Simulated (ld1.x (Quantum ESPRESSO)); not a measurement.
**Configuration tests for manganese (ultrasoft)**

ld1.x (Quantum ESPRESSO) 7.5 input, shortened:

```
&input
   title='Mn', zed=25., rel=1, dft='PBE', iswitch=3,
   config='[Ar] 3d5 4s2 4p0'
 /
 &inputp
   pseudotype=3, tm=.true., lloc=-1, rcloc=2.05,
   nlcc=.true.,
   which_augfun='PSQ', rmatch_augfun_nc=.true.
 /
6
4S  1  0   2.00   0.00  2.05  2.85  0.0
4S  1  0   0.00   0.05  2.05  2.85  0.0
4P  2  1   0.00   0.00  2.55  2.75  0.0
4P  2  1   0.00   0.35  2.55  2.75  0.0
3D  3  2   5.00   0.00  1.65  2.25  0.0
3D  3  2   0.00   0.90  1.65  2.25  0.0
 &test
   configts(1)='3d5 4s2 4p0'
 /
```

Energies are relative to the spin-unpolarised reference configuration 3d5 4s2 4p0; without spin polarisation the order of configurations can differ from experiment. The frozen-core shift is the all-electron ΔE with the core orbitals held at their reference shape minus the fully relaxed ΔE.

| valence configuration | charge | ΔE all-electron (eV) | error AE − PS (meV) | frozen-core shift (meV) |
| --- | --- | --- | --- | --- |
| 3d5 4s1 4p0 | +1 | 8.416 | -7.4 | +2.2 |
| 3d5 4s0 4p0 | +2 | 24.015 | -40 | +9.7 |
| 3d4 4s0 4p0 | +3 | 56.534 | -278 | +336 |
| 3d5 4s0 4p1 | +1 | 13.156 | -14 | +4.4 |
| 3d6 4s0 4p0 | +1 | 6.813 | -202 | +121 |
| 3d6 4s1 4p0 | 0 | -0.358 | -100 | +77 |

Task: What are ΔE and the potential's error for 3d5 4s1 4p1?

Result: ΔE = 3.857 eV all-electron; the error (AE − PS) is -1.9 meV.

Levels in the configuration 3d5 4s1 4p0:

```json
{"level": "3d", "all-electron (eV)": "-14.908", "pseudo (eV)": "-14.867"}
{"level": "4s", "all-electron (eV)": "-11.877", "pseudo (eV)": "-11.894"}
```
